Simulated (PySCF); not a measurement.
SnBr, SMILES [Sn][Br] (connectivity only; charge and spin as stated), neutral, multiplicity 2. Coordinates come from a PBE-D3(BJ)/def2-TZVP optimisation. The multiplicity is an assumed one; other spin states were not compared. The def2 effective core potentials stand for the cores of Sn; spin–orbit coupling is left out.

Level of theory: PySCF with PBE-D3(BJ)/def2-TZVP.

Harmonic wavenumbers (cm⁻¹): 234. Rotational constants (GHz): 1.639 (linear); symmetry number 1.

Work out the zero-point energy and the ideal-gas rigid-rotor harmonic-oscillator thermochemistry at 298.15 K and 1 atm.

ZPE = ½ Σ hcν = ½ × 234 cm⁻¹ = 0.33 kcal/mol. H − E(el) = 2.73 kcal/mol. Entropy in cal/(mol K): translation 41.76, rotation 18.36, vibration 1.85, spin 1.38, total 63.35. G − E(el) = -16.16 kcal/mol. Cp = 8.74 cal/(mol K).
